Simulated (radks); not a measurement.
All-electron atom: Ca2+ in [Ar]. Method: Dirac Kohn-Sham, LDA (Slater exchange, Perdew-Wang correlation), spin-unpolarised, spherical densities, finite nucleus; Fermi nuclear charge, rms radius 3.4776 fm; computed with a radial shooting solver on a logarithmic mesh with Libxc functionals. Some entries of the table are withheld. Estimate them.

orbital  occ.  eigenvalue (hartree)  <1/r> (bohr^-1)  <r> (bohr)
1s1/2       2             -145.2720            19.70     0.07701
2s1/2       2             -15.74997            4.043         (1)
2p1/2       2             -12.95417            3.975         (2)
2p3/2       4             -12.81902            3.934         (3)
3s1/2       2                   (4)            1.217       1.153
3p1/2       2                   (5)            1.095       1.253
3p3/2       4                   (6)            1.086       1.261

Answer. 
(1) 2s1/2 <r> (bohr): 0.3654
(2) 2p1/2 <r> (bohr): 0.3266
(3) 2p3/2 <r> (bohr): 0.3291
(4) 3s1/2 eigenvalue (hartree): -2.28098
(5) 3p1/2 eigenvalue (hartree): -1.59424
(6) 3p3/2 eigenvalue (hartree): -1.57970
